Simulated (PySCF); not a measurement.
Unknown compound

An unknown has the formula C6H10O3. Its calculated NMR data are:

$^{1}$H NMR (400 MHz, computed): δ 8.06 (s, 1H), 5.86 (t, 1H), 4.91 (d, 2H), 4.31 (s, 2H), 2.06 (s, 3H), 0.32 (br s, 1H).

$^{13}$C{$^{1}$H} NMR (computed): δ 165.5 (CH), 156.1 (C), 120.7 (CH), 71.9 (CH2), 63.5 (CH2), 15.1 (CH3).

Computed data (PySCF 2.14.0 with density-fitted response routines): geometry from GFN2-xTB, NMR shieldings at PBE0/pcSseg-1/GIAO. No relativistic terms, one conformer, equivalent nuclei averaged, gas phase.

Referencing at the same level of theory: TMS for $^{1}$H (σ = 31.72 ppm) and $^{13}$C (σ = 186.93 ppm).

Question: Deduce the structure.

Answer: 
1. Rings plus π bonds: 2 (no ring in the answer).
2. 6 carbon signals for 6 carbons: no two carbons are equivalent.
3. Carbon types of the structure: 1 × C, 2 × CH, 2 × CH2, 1 × CH3, leaving 1 H on heteroatoms.
4. δC 165.5: ester carbonyl carbon; lone-pair donation from the attached heteroatom keeps it upfield of a ketone carbonyl.
5. δC 156.1: fully substituted alkene carbon; an sp2 carbon of a C=C bond.
6. δC 120.7: alkene CH; the olefinic region.
7. δC 71.9, 63.5: allylic sp3 CH2 bonded to O; deshielded by the electronegative neighbour.
8. δC 15.1: allylic methyl carbon; aliphatic region, no heteroatom directly attached.
9. δH 5.86: hydrogen on an alkene CH; attached to an sp2 carbon and in the plane of the double bond.
10. δH 0.32: hydrogen on an alcohol oxygen; exchangeable; this is the value without hydrogen bonding to other molecules.

Structure: SMILES C(/C(C)=C/COC=O)O.

The data come from this structure; uniqueness wasn't tested.

Exchangeable OH/NH protons stand at their gas-phase positions; hydrogen bonding in a real sample shifts them, mostly to higher δ. Shifts are as computed. Against solution values, carbons near 30 ppm lie about +3 ppm off and those near 130 ppm about +5 ppm. Of 1211 compounds with measured shifts, 218 miss one by over three times the rms of a fit or turn the order of signals round; such compounds aren't used in these exercises. No couplings were computed; multiplicities are counted from neighbouring protons, with m where these are inequivalent, close in shift, in a saturated or five-membered ring or joined by F or P, and br s for small geminal =CH2 splittings.
